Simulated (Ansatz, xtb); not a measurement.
**Isomers of BClHOSn in order of energy**

3 gas-phase structures of BClHOSn, found in a search over its isomers (lower ones may exist). Each was relaxed with GFN2-xTB:

A. a doublet given by its coordinates
B. a doublet given by its coordinates
C. `O=[B][SnH][Cl]`, a doublet

B (Å):

```xyz
5

B     0.2536   -1.4181   -1.5149
Cl   -0.3069    0.2758   -0.9473
O     1.4867   -1.4269   -1.8196
Sn    2.2213    0.6797   -1.4647
H    -0.5615   -2.2481   -1.5252
```

Close contacts (Å): B1–Cl2 1.87, B1–O3 1.27, Cl2–Sn4 2.61, O3–Sn4 2.26, B1–H5 1.16.

A (Å):

```xyz
5

B    -1.8818   -0.1518   -0.1012
Cl   -2.0524   -4.3614    0.3959
O    -1.5939   -1.1185   -0.7488
Sn   -1.2076   -3.3179   -1.5835
H    -2.1471    0.7784    0.5056
```

Close contacts (Å): B1–O3 1.20, Cl2–Sn4 2.39, O3–Sn4 2.38, B1–H5 1.14.

Q: Estimate their order in r2SCAN-D4/def2-SVP energy at these geometries, lowest first.

A: Calculated order at r2SCAN-D4/def2-SVP: B (0.0), A (13.3), C (30.4) kcal/mol.

Energies above the lowest of each column, in kcal/mol:

| structure | GFN2-xTB | HF/STO-3G | r2SCAN-D4/def2-SVP |
| --- | --- | --- | --- |
| B | 3.7 | 1.5 | 0.0 |
| A | 0.0 | 9.3 | 13.3 |
| C | 24.1 | 0.0 | 30.4 |

r2SCAN-D4/def2-SVP puts B lowest; GFN2-xTB picks A, HF/STO-3G picks C. Some further structures that were screened fall inside this span and aren't listed. Flexible structures stand in one conformer each, not always the lowest. Frequencies (B3LYP-D3(BJ)/def2-SVP) were run for B alone. Open shells are spin-unrestricted. Atoms past krypton carry core potentials in the def2 sets, without spin–orbit terms.

Programs: Ansatz 0.2.0, xtb 6.7.1.
